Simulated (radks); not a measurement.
Results of a calculation; reference values are marked as such.
Tb3.75+, 61.25 electrons, occupied as [Kr] 4d10 4f(up 4, down 4) 5p6 5s(up 0.75, down 0.5) (fractional occupations, a model configuration). Level of theory: scalar-relativistic Kohn-Sham, r2SCAN, spin-polarised, spherical densities, finite nucleus; meta-GGA in the generalised Kohn-Sham scheme; Fermi nuclear charge, rms radius 5.06 fm (a radial shooting solver on a logarithmic mesh with Libxc functionals).

Local quantities along the radius. ELF = 1/(1 + alpha^2) is the electron localisation function; alpha = (tau - tau_W)/tau_unif compares the Pauli kinetic energy density with that of the uniform gas (summed over spins). tau is taken from the large components.

r (bohr)    ELF    alpha
0.001019  0.999  0.02394
0.001337  0.999  0.02473
0.001769  0.999  0.02630
0.002322  0.999  0.02889
0.003072  0.999  0.03322
0.004032  0.998  0.04007
0.005335  0.997  0.05192
0.007059  0.995  0.07315
0.009266  0.987   0.1127
0.01226   0.962   0.1982
0.01609   0.871   0.3853
0.02129   0.610   0.8004
0.02795   0.358    1.341
0.03698   0.372    1.300
0.04893   0.611   0.7985
0.06422   0.744   0.5867
0.08498   0.620   0.7825
0.1115    0.355    1.349
0.1476    0.474    1.053
0.1937    0.728   0.6120
0.2563    0.611   0.7987
0.3391    0.223    1.865
0.4451    0.557   0.8917
0.589     0.717   0.6275
0.7731    0.476    1.050
1.023     0.301    1.523
1.343     0.529   0.9427
1.776     0.590   0.8331
2.35      0.282    1.598
3.085     0.026    6.167
4.082     0.000    56.84

On this mesh the ELF has minima near r = 0.032, 0.11, 0.34, 1.0 bohr, which separate the shells, and maxima near 0.064 (0.74), 0.22 (0.73), 0.59 (0.72), 1.6 (0.61).

Self-consistent cycle (total energy in hartree, residual of the potential): 1: -11686.35591, 1e+01; 2: -11701.04314, 7e+00; 3: -11705.02230, 1e+00; 4: -11705.02791, 1e+00; 5: -11705.34686, 9e-02; 6: -11705.35694, 9e-03; 7: -11705.35708, 6e-04; 8: -11705.35707, 4e-04; 9: -11705.35707, 5e-05; 10: -11705.35707, 8e-06; 11: -11705.35707, 5e-06.
